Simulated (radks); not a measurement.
Spherical quantum dot in the effective-mass picture: electrons in a hard-walled sphere of radius 3.8, all in effective atomic units (hartree* = m*/eps^2 hartree, bohr* = eps/m* bohr), one dielectric constant everywhere. Calculated with a radial shooting solver with Libxc functionals: non-relativistic Kohn-Sham, r2SCAN, spin-polarised, spherical densities, generalised Kohn-Sham scheme. Levels are named by radial order and angular momentum (1s, 1p, 1d, 2s, ...), and open shells are averaged over m. Results are scaled to m* = 0.304 and eps = 10.8, for which hartree* = 70.92 meV and bohr* = 1.88 nm.

N = 10, configuration 1s2 1p6 1d(up 2, down 0). This is the lowest configuration that the search found. Occupied and some empty levels:

| level | occupation | eigenvalue (meV) | <r> (nm) |
|---|---|---|---|
| 1s up | 1 | 260.66 | 4.453 |
| 1s down | 1 | 263.67 | 4.386 |
| 1p up | 3 | 276.92 | 4.736 |
| 1p down | 3 | 280.78 | 4.704 |
| 1d up | 2 | 303.26 | 4.955 |
| 1d down | 0 | 307.77 | 4.944 |
| 1f up | 0 | 338.16 | 5.129 |
| 1f down | 0 | 343.06 | 5.128 |
| 2s up | 0 | 346.11 | 3.271 |
| 2s down | 0 | 347.98 | 3.354 |
| 2p up | 0 | 392.17 | 3.769 |
| 2p down | 0 | 394.02 | 3.796 |

Energy (meV): total 1601.32, kinetic 564.60, external 0, Hartree 1288.3, exchange-correlation -251.56.
